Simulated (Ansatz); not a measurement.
Diatomic Tc₂, closed-shell singlet (lowest of 2S+1 = 1, 3, 5, 7, 9, 11 at CCSD(T)/def2-TZVPP on PBE0 minima; our sources give no spin for the ground state, which may be another). No spin–orbit coupling. The T1 diagnostic near the minimum is 0.127, so single-reference values are doubtful.

The constants come from a fifth-degree fit in 1/R (seven points, main isotopes). In def2 and cc sets the state is the lowest found near the PBE0 minimum, followed along R. The singlet is held restricted.

Programs: Ansatz (a first-principles code) with Gaussian orbitals.  In def2 rows elements past Kr take small-core potentials, without spin–orbit coupling.

**Question.** What bond length and harmonic frequency does r2SCAN/def2-TZVPP give?

**Answer.** r_e = 1.914 Å, ω_e = 551 cm⁻¹.

**Question.** What bond length and harmonic frequency does B97M-V/def2-TZVPP give?

**Answer.** r_e = 1.911 Å, ω_e = 545 cm⁻¹.

**Question.** What bond length and harmonic frequency does wB97M-V/def2-TZVPP give?

**Answer.** r_e = 1.880 Å, ω_e = 604 cm⁻¹.
